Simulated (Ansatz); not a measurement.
Gas-phase electronic energies from Ansatz, PBE0-D4/def2-TZVP geometries. CBS: MP2 limit from def2 TZ/QZ plus the TZ coupled-cluster correction, frozen cores. This one scheme is used for every species. DFT in def2-TZVPP. For Zn outer-core shells are correlated without core-valence functions, which leaves a few kJ/mol of doubt a bond. Scalar relativity is left out up to krypton. Each species was taken in one conformer, which may not be the lowest.

Consider the substitution at a C–Si bond: `[F][Zn][CH2][SiH3]` + HCl → `[F][Zn][CH2]Cl` + SiH₄.

| level | ΔE (kJ/mol) |
| --- | --- |
| ωB97M-V | 84.8 |
| B2PLYP | 81.9 |
| PBE | 78.6 |
| SCS-MP2/def2-TZVPP | 86.3 |

**Question.** What does CCSD(T)/CBS give? (An estimate is asked.)

**Answer.** The calculation gave: +87.2 kJ/mol. The listed levels differ from it by -2.4, -5.3, -8.6, -0.9 kJ/mol.

Largest T1 diagnostic among the species: 0.015.

From PBE to PBE0 (25 % exact exchange), in def2-TZVPP and without D4, ΔE moves by +4.7 kJ/mol. In def2-TZVPP, CCSD(T) changes the Hartree–Fock value by +12.8 kJ/mol (the triples alone add +0.4 kJ/mol) and MP2 by +17.6 kJ/mol. The D4 term adds +3.3 kJ/mol with B3LYP and +1.9 kJ/mol with PBE0; it sums over pairs of atoms, weighted by their polarisabilities, and B3LYP, whose exchange is more repulsive, gets the larger term.

B3LYP here is the variant with VWN-RPA as its local correlation; programs differ in this.
